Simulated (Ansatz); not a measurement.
Consider the ligand exchange at the Si–S bond: `S[SiH2][SnH3]` + NH₃ → `N[SiH2][SnH3]` + H₂S.

Calculated with Ansatz (gas phase, PBE0-D4/def2-TZVP geometries, no zero-point term in ΔE). CCSD(T)/CBS is the MP2 limit (def2-TZVPP, def2-QZVPP) plus CCSD(T) − MP2 in def2-TZVPP, frozen cores. This one scheme is used for every species. DFT in def2-TZVPP. B3LYP here is the variant with VWN-RPA as its local correlation; programs differ in this. HSE06 is defined as in plane-wave codes. Elements past krypton have def2 core potentials. For Sn outer-core shells are correlated without core-valence functions, which leaves a few kJ/mol of doubt a bond. One conformer a species, not always the lowest.

`S[SiH2][SnH3]`:

Z-matrix (Å, degrees):
```
Si
Sn 1 2.564
S 1 2.145 2 111.0
H 1 1.485 2 111.1 3 115.3
H 1 1.488 2 110.6 3 -124.2
H 2 1.709 1 109.1 3 53.2
H 2 1.709 1 111.9 3 172.9
H 2 1.706 1 110.4 3 -65.8
H 3 1.344 1 95.0 2 -54.3
```

NH₃:

Z-matrix (Å, degrees):
```
N
H 1 1.013
H 1 1.013 2 107.1
H 1 1.013 2 107.1 3 -114.5
```

`N[SiH2][SnH3]`:

Cartesian coordinates in Å:
```
N 0.960 -0.864 1.352
Si 0.188 -0.956 -0.186
Sn -0.873 1.323 -0.683
H 1.591 -0.103 1.550
H 1.268 -1.710 1.805
H -0.857 -2.011 -0.099
H 1.071 -1.326 -1.336
H 0.254 2.579 -0.391
H -2.236 1.621 0.303
H -1.366 1.448 -2.315
```

H₂S:

Z-matrix (Å, degrees):
```
S
H 1 1.341
H 1 1.341 2 92.3
```

| level | ΔE (kcal/mol) | difference from CCSD(T)/CBS |
| --- | --- | --- |
| B3LYP-D4 | 4.0 | -0.6 |
| r2SCAN0-D4 | 4.9 | 0.3 |
| HSE06-D4 | 5.9 | 1.3 |
| BHLYP-D4 | 3.6 | -1.0 |
| ωB97M-V | 3.9 | -0.7 |
| B3LYP | 3.4 | -1.2 |
| r2SCANh | 5.0 | 0.4 |
| r2SCAN0 | 4.8 | 0.2 |
| BHLYP | 2.7 | -1.9 |
| CAM-B3LYP | 2.2 | -2.4 |
| HF/def2-SVP | 2.0 | -2.6 |
| CCSD(T)/def2-SVP | 3.4 | -1.2 |
| SCS-MP2/def2-TZVPP | 3.6 | -1.0 |
| CCSD/def2-TZVPP | 3.3 | -1.3 |
| SCS-MP2/def2-QZVPP | 3.9 | -0.7 |
| CCSD/CBS(def2) | 4.0 | -0.6 |
| CCSD(T)/CBS | 4.6 | 0 |

Largest T1 diagnostic among the species: 0.013.

Leaving LDA and LC-ωPBE aside and taking each functional with its dispersion term where it has one, the values, not all of them listed here, spread over 3.7 kcal/mol, from CAM-B3LYP-D4 to revPBE-D4. LDA lies −1.6 kcal/mol from PBE without D4. In def2-TZVPP, CCSD(T) changes the Hartree–Fock value by +2.0 kcal/mol (the triples alone add +0.6 kcal/mol) and MP2 by +2.6 kcal/mol. At CCSD(T), def2-SVP lies −1.2 kcal/mol from the extrapolated value and def2-TZVPP −0.7 kcal/mol.
